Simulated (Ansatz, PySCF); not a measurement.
Dissociation curve of NB, triplet.

- UHF/6-31G* = unrestricted Hartree-Fock/6-31G*, spherical d run with PySCF 2.14.0
- UHF/cc-pVDZ (Ansatz, an electronic-structure program)
- UHF/3-21G = unrestricted Hartree-Fock/3-21G (PySCF)

Total energies in hartree (comparable only within one method and basis):

```tsv
R / Å	UHF/6-31G*	UHF	UHF/3-21G
1.11	-78.92572	-78.93362	-78.46598
1.22	-78.98161	-78.98946	-78.52967
1.28	-78.98938	-78.99735	-78.54147
1.35	-78.98579	-78.99400	-78.54223
1.42	-78.97713	-78.98695	-78.53738
1.48	-78.97605	-78.98601	-78.53908
1.53	-78.97307	-78.98313	-78.53820
1.56	-78.97056	-78.98066	-78.53686
1.61	-78.96542	-78.97560	-78.53357
1.66	-78.95941	-78.96965	-78.52928
```

The scan ran from 1.11 to 5.22 Å; beyond the distances shown full CI changes its symmetry label. The unrestricted determinant behind UHF/6-31G* is spin-contaminated at 1.42 to 1.66 Å (<S²> up to 2.4, against 2.00 for a pure triplet). The unrestricted determinant behind UHF is spin-contaminated at 1.42 to 1.66 Å (<S²> up to 2.3, against 2.00 for a pure triplet). The unrestricted determinant behind UHF/3-21G is spin-contaminated at 1.35 to 1.66 Å (<S²> up to 2.3, against 2.00 for a pure triplet).
